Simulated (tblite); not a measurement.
Compound: C4H9FNS (doublet state).
Atom-mapped SMILES: `[CH3:1][C@@H:2]([CH2:3][F:4])[C@H:5]([NH2:6])[S:7]` (hydrogens: H8, H9, H10 on C1; H11 on C2; H12, H13 on C3; H14 on C5; H15, H16 on N6)

Structure used (GFN2-xTB), in Å, numbered top down from 1:
```
atom  x, y, z in Å
C1    -0.521   -1.402   -0.114
C2    -0.334    0.083   -0.421
C3    -1.529    0.884    0.094
F4    -2.650    0.571   -0.631
C5     0.964    0.649    0.165
N6     2.112   -0.009   -0.362
S7     0.945    0.575    2.012
H8    -0.418   -1.582    0.955
H9     0.206   -2.005   -0.651
H10   -1.515   -1.713   -0.425
H11   -0.280    0.217   -1.507
H12   -1.371    1.962   -0.019
H13   -1.749    0.648    1.140
H14    1.036    1.717   -0.068
H15    2.976    0.411   -0.043
H16    2.118   -0.997   -0.138
```

Computed geometry: GFN2-xTB, gas phase. This method treats the open shell by occupation alone, without spin polarisation.

Take the most abundant isotopes and a rigid rotor. The values belong to one conformer with, in the numbering `[CH3:1][C@@H:2]([CH2:3][F:4])[C@H:5]([NH2:6])[S:7]`, C1–C2–C3–F4 -68°, C1–C2–C5–N6 61°, C2–C5–N6–H 175° and -62°.

**Question.** Give the principal moments of inertia and the rotational constants in GHz.

**Answer.** Ia = 159.92, Ib = 376.69, Ic = 436.85 u·Å²; 505379 MHz·u·Å²/I gives 3160, 1342 and 1157 MHz, that is A = 3.1602, B = 1.3416, C = 1.1569 GHz.

**Question.** Classify the top.

**Answer.** An asymmetric top. Ray's parameter κ = (2B − A − C)/(A − C) = -0.816; −1 is the prolate and +1 the oblate limit.

**Question.** Is it planar, by Δ = Ic − Ia − Ib?

**Answer.** Not planar: Δ = Ic − Ia − Ib = -99.75 u·Å². For a rigid frame Δ = −2 Σ m c², so Σ m c² = 49.88 u·Å² lies off the ab plane: 15.05 from hydrogen and 34.83 from heavier atoms. The atom farthest from that plane is 1.93 Å away.

**Question.** Give the other two planar moments, Paa and Pbb, and the rms extents of the mass along the axes.

**Answer.** Paa = Σ m a² = (Ib + Ic − Ia)/2 = 326.81 and Pbb = Σ m b² = (Ia + Ic − Ib)/2 = 110.04 u·Å². With the mass M = 122.04 u, the rms extents √(P/M) along a, b and c are 1.64, 0.95, 0.64 Å.

**Question.** Estimate the classical rotational partition function at 50 K, 100 K and 500 K.

**Answer.** Point group C1, symmetry number σ = 1; q = (√π/σ)·√((kT/h)³/(ABC)), k/h = 20836.6 MHz/K: 26900 at 50 K, 76100 at 100 K, 851000 at 500 K.

For this open shell read J as N, the rotation without spin; fine and hyperfine splittings come on top. Its GFN2-xTB frequencies are all real (lowest 68 cm⁻¹). These are rigid-rotor constants of the computed structure; measured ground-state constants (B0) also hold zero-point vibration.
